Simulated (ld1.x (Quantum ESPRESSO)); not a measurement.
**S (Z = 16): excitation energies, all-electron against PAW**

sulfur (S), PAW, made with ld1.x (Quantum ESPRESSO) 7.5 (PBE, non-relativistic). Core [Ne], reference 3s2 3p4. Waves: 3s (bound): rcut 1.15, rcutus 1.25 bohr; 3s channel at -0.75 Ry: rcut 1.15, rcutus 1.25 bohr; 3p (bound): rcut 1.65, rcutus 2.05 bohr; 3p channel at 3.05 Ry: rcut 1.65, rcutus 2.05 bohr; 3d channel at 0.05 Ry: rcut 1.25, rcutus 1.55 bohr. Local part: all-electron potential smoothed inside 1.00 bohr (lloc = -1). Core correction: a·sin(br)/r model core inside 1.10 bohr. Augmentation charge: PSQ, inside the norm-conserving radii.

Energies are relative to the spin-unpolarised reference configuration 3s2 3p4; without spin polarisation the order of configurations can differ from experiment. Not all tests gave a result: test run stopped at test 6 of 7 (negative rho).

(1) Give the all-electron excitation energy and the error of the potential for: 3s2 3p3; 3s2 3p2; 3s2 3p1; 3s2 3p3.5; 3s1 3p4.

Note: ghost state, extra bound levels that the all-electron valence spectrum of the same l lacks: s at -61.8 eV. A true bound ghost makes a file unfit for plane-wave use.

## Answers

(1)

| valence configuration | charge | ΔE all-electron (eV) | error AE − PS (meV) |
| --- | --- | --- | --- |
| 3s2 3p3 | +1 | 11.782 | -0.6 |
| 3s2 3p2 | +2 | 34.078 | -5.6 |
| 3s2 3p1 | +3 | 68.128 | -29 |
| 3s2 3p3.5 | +0.5 | 4.667 | -0.1 |
| 3s1 3p4 | +1 | 22.524 | -0.8 |
